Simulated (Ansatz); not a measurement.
Ansatz results at the PBE0-D4/def2-TZVP geometry: LUMO energy (PBE0/def2-TZVPP) 0.93 eV; HOMO energy (PBE0/def2-TZVPP) -6.31 eV; HOMO–LUMO gap (PBE/def2-TZVPP) 5.12 eV.

Each molecule was computed in one conformer, which needn't be the lowest.

Question: Which molecule gave them?
A. `CNB(C)N`
B. `C/C=C\BCl`
C. `NBCCN`
D. `[NH2][Al]([SH])[CH2]F`

Answer: A. The others give `NBCCN`: 0.94, -6.71, 5.19; `[NH2][Al]([SH])[CH2]F`: -0.08, -7.41, 5.22; `C/C=C\BCl`: -1.92, -7.96, 4.02.
